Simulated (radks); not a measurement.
The nuclear charge of the nickel ion Ni2+ is varied continuously with 26 electrons held in [Ar] 3d8. Calculated with a radial shooting solver on a logarithmic mesh with Libxc functionals: non-relativistic Kohn-Sham, PBEsol, spin-unpolarised, spherical densities, point nucleus. By the Hellmann-Feynman theorem dE/dZ = E(electron-nucleus)/Z, the electronic potential at the nucleus.

\begin{tabular}{lrrrrr}
Z & E (hartree) & E(electron-nucleus)/Z (hartree) & HOMO & e(HOMO) (eV) & <r> HOMO (bohr) \\ \hline
27 & -1380.95759 & -121.824 & 3d & -12.298 & 1.131 \\
27.25 & -1411.59966 & -123.312 & 3d & -15.895 & 1.081 \\
27.5 & -1442.61298 & -124.794 & 3d & -19.812 & 1.037 \\
27.75 & -1473.99654 & -126.273 & 3d & -24.030 & 0.9979 \\
28 & -1505.74946 & -127.749 & 3d & -28.534 & 0.9630 \\
28.25 & -1537.87099 & -129.222 & 3d & -33.313 & 0.9315 \\
28.5 & -1570.36048 & -130.693 & 3d & -38.356 & 0.9027 \\
28.75 & -1603.21738 & -132.162 & 3d & -43.654 & 0.8762 \\
29 & -1636.44119 & -133.628 & 3d & -49.202 & 0.8518 \\
\end{tabular}

The central difference of E at Z = 28 is -127.749 hartree, to compare with the third column; the second derivative is -5.9 hartree.
